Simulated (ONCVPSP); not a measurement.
# What one change does to a pseudopotential (carbon, ONCV)

C, optimised norm-conserving Vanderbilt (ONCV), made with ONCVPSP 4.0.1 (PBE, scalar-relativistic). Core [He], reference 2s2 2p2. Waves: 2s: rc 1.30 bohr, ncon 4, nbas 8, qcut 4.7 1/bohr, 2 projectors, debl 2.3 Ha; 2p: rc 3.05 bohr, ncon 3, nbas 7, qcut 4.1 1/bohr, 2 projectors, debl 1.1 Ha. Local part: polynomial inside 1.15 bohr (lpopt 5, dvloc0 1 Ha). Core correction: polynomial model core, fcfact 0.7.

Change: p: rc 4.56.

Cutoffs: the cutoffs (Ha) at which the residual kinetic energy of the hardest occupied pseudo-wave falls to 1 and 0.1 mHa per electron; they do not see the model core or the augmentation charge, which bear on the density cutoff. Errors are all-electron minus pseudo energies relative to the spin-unpolarised reference configuration.

Problem. Predict the effect on cutoff, ghosts and configuration errors.

Solution. The potential gets neither clearly harder nor softer (28 Ha and 95 Ha → 28 Ha and 95 Ha); the s channel sets the loose cutoff, while the largest relative change is in p, which becomes softer; of the 4 tests that both files solve, the error grows in 4 and shrinks in 0 by more than 15 % and 0.3 meV (median size 1009.7 → 1967.4 meV); neither file shows a bound ghost. More of the atom is replaced by a form fitted at one configuration, so other configurations suffer.

```tsv
quantity	base	changed
cutoff, loose	28 Ha	28 Ha
cutoff, tight	95 Ha	95 Ha
loose cutoff by channel	s 28 Ha, p 6.1 Ha	s 28 Ha, p 4.4 Ha
bound ghosts	none	none
GHOST(+) flags under 300 eV	none	none
error for 2s2 2p1, meV [ΔE 10.86 eV]	+256	+561
error for 2s2 2p0, meV [ΔE 35.02 eV]	+1763	+3374
error for 2s1 2p0, meV [ΔE 83.21 eV]	+3238	+6177
error for 2s2 2p1.5, meV [ΔE 3.96 eV]	+44	+106
s: phases at 1.32 bohr within 0.05 rad from the reference energy up to (Ha; the scan ends near 5)	to the end of the scan	to the end of the scan
rms error of d²Exc/dni dnj with the model core, mHa	1.24	3.72
```
